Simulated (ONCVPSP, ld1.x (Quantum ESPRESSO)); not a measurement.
Potentials for P (Z = 15) compared

Generated with ld1.x 7.5 (TM, RRKJ, ultrasoft, PAW), atompaw 4.2 or ONCVPSP 4.0.1. The cutoff is in Ry: for ld1.x and atompaw files where the sum of valence levels is converged to 10 mRy in a Bessel basis, for ONCV files where the hardest occupied wave has 1 mHa per electron of residual kinetic energy. The error is the largest all-electron minus pseudo excitation energy over each file’s own four to seven test configurations (ionisations up to +4, promotions, holes and added fractions of an electron), all of which were solved. The labels leave out finer settings (local radius, basis sizes, second energies), which also bear on the numbers. Spin-polarised tests are not counted. The rows are a selection from randomly drawn settings: files with unsolved tests, undetermined cutoffs or missed reference levels are left out.

A true bound ghost makes a file unfit for plane-wave use even where its test errors are small: the radial tests pick states by their node count and pass the ghost by.

```csv
potential,cutoff (Ry),largest error (meV),bound ghosts
"ONCV, PBE, scalar-relativistic, rc 1.55/1.55 (sp), local smoothed, core correction yes, reference 3s1 3p4, qcut 3.7/6.4, projectors 2/2",47,-4.9,none
"ONCV, PBE, scalar-relativistic, rc 0.95/0.85/0.80 (spd), local smoothed, core correction no, reference 2s2 2p6 3s2 3p3, qcut 16/17.9/12.8, projectors 2/2/2",237,+9.9,none
"ultrasoft, PBE, scalar-relativistic, rc 1.65/2.20/2.45 (spd), local smoothed, core correction yes, reference 3s2 3p3",12,+15,none
"ONCV, LDA (Perdew-Zunger), scalar-relativistic, rc 1.55/1.65 (sp), local smoothed, core correction no, reference 3s2 3p3, qcut 3.9/6, projectors 3/2",36,+131,none
"ONCV, Wu-Cohen, scalar-relativistic, rc 0.75/1.05/1.00 (spd), local smoothed, core correction no, reference 2s2 2p6 3s1.5 3p3.5, qcut 12/14.3/10, projectors 2/2/3",159,-471,d
```

Task: Fill in the row for P: ONCV, LDA (Perdew-Wang 92), scalar-relativistic, rc 0.85/0.95/0.70 (spd), local smoothed, core correction yes, reference 2s2 2p6 3s2 3p3, qcut 12.8/16.3/13.5, projectors 2/2/2.

Result: cutoff 198 Ry, largest error -542 meV, bound ghosts: none.

Task: Fill in the row for P: ONCV, LDA (Perdew-Zunger), scalar-relativistic, rc 0.85/0.90 (sp), local smoothed, core correction no, reference 2s2 2p6 3s2 3p2, qcut 14.2/13.2, projectors 3/2.

Result: cutoff 158 Ry, largest error +7.2 meV, bound ghosts: none.
